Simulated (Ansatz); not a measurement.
Calculated with Ansatz (gas phase, PBE0-D4/def2-TZVP geometries, no zero-point term in ΔE). CCSD(T)/CBS adds triple-zeta CCSD(T) − MP2 to the extrapolated MP2 energy (def2 sets, frozen cores). Functionals use def2-TZVPP. B3LYP here is the variant with VWN-RPA as its local correlation; programs differ in this. For Ge outer-core shells are correlated without core-valence functions, which leaves a few kJ/mol of doubt a bond. Scalar relativity is left out up to krypton. One conformer a species, not always the lowest.

`[AlH2][BH][GeH3]` + `O[SiH3]` → `[AlH2][BH]O[SiH3]` + GeH₄  (cleavage of the B–Ge bond)

```csv
level,ΔE (kJ/mol),difference from CCSD(T)/CBS
LDA (SPW92),-128.9,-5.6
r2SCAN0-D4,-125.4,-2.1
CAM-B3LYP-D4,-138.7,-15.4
PBE,-120.7,2.6
revPBE,-117.7,5.6
BLYP,-131.9,-8.6
B3LYP,-132.9,-9.6
r2SCAN0,-125.1,-1.8
BHLYP,-135.9,-12.6
CAM-B3LYP,-138.5,-15.2
LC-ωPBE,-126.8,-3.5
RPA@PBE/def2-TZVPP,-130.2,-6.9
MP2/def2-SVP,-154.4,-31.1
CCSD/def2-SVP,-151.1,-27.8
HF/def2-TZVPP,-138.5,-15.2
MP2/def2-TZVPP,-129.2,-5.9
CCSD(T)/CBS,-123.3,0
```

Largest T1 diagnostic among the species: 0.013.

In def2-TZVPP, CCSD(T) changes the Hartree–Fock value by +11.7 kJ/mol (the triples alone add −0.2 kJ/mol) and MP2 by +9.3 kJ/mol. From BLYP to BHLYP (50 % exact exchange), in def2-TZVPP and without D4, ΔE moves by −4.0 kJ/mol. Leaving LDA and LC-ωPBE aside and taking each functional with its dispersion term where it has one, the values, not all of them listed here, spread over 17.7 kJ/mol, from CAM-B3LYP-D4 to PBE-D4. LDA lies −8.1 kJ/mol from PBE without D4.
